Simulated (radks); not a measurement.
The aluminium ion Al3+, 10 electrons, occupied as 2s2 2p6 3p2 (not the ground configuration).

Calculated with a radial shooting solver on a logarithmic mesh with Libxc functionals: non-relativistic Kohn-Sham, PBE, spin-unpolarised, spherical densities, point nucleus.

Energy parts (eV):
part                     energy
total                 -3255.072
kinetic                3245.614
electron-nucleus      -8074.179
Hartree                1890.218
exchange-correlation   -316.724

Orbitals (lengths in bohr, moments of r in powers of bohr):
orbital  occ.  eigenvalue (eV)   <1/r>     <r>
2s          2        -195.9176   2.661  0.5539
2p          6        -165.7922   2.673  0.4876
3p          2         -36.3502  0.7336   1.832
3d          0         -22.9511  0.5615   2.161

The highest occupied level is 3p at -36.350 eV. Virial ratio -V/T = 2.00291.
